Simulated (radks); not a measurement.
Polarisability of neutral manganese, [Ar] 3d5 4s2, at imaginary frequency. Method: scalar-relativistic Kohn-Sham, LDA (Slater exchange, Perdew-Wang correlation), spin-polarised, spherical densities, finite nucleus; open shells are filled with parallel spins first; Fermi nuclear charge, rms radius 3.7057 fm; computed with a radial shooting solver on a logarithmic mesh with Libxc functionals. Response by self-consistent Sternheimer equations with the Hartree and adiabatic LDA kernel, the relativistic mass of each level held fixed and spin-orbit coupling left out.

| w (hartree) | alpha1(iw) (bohr^3) |
|---|---|
| 0.00266 | 65.71 |
| 0.0143 | 65.24 |
| 0.0360 | 62.81 |
| 0.0697 | 56.25 |
| 0.118 | 45.06 |
| 0.186 | 32.00 |
| 0.280 | 20.71 |
| 0.413 | 12.73 |
| 0.605 | 7.670 |
| 0.892 | 4.576 |
| 1.35 | 2.667 |
| 2.12 | 1.455 |
| 3.59 | 0.6824 |
| 6.94 | 0.2405 |
| 17.5 | 0.04970 |

Static values: alpha1 = 65.72 bohr^3 (9.739 angstrom^3; uncoupled 119.0). C6 = 606.4, triple-dipole C9 = 28450 atomic units. One-pole (London) frequency 4 C6 / (3 alpha1^2) = 0.187 hartree, against 0.171 for minus the highest occupied eigenvalue. Recommended static value: 68 bohr^3 (Schwerdtfeger and Nagle, 2023 table).
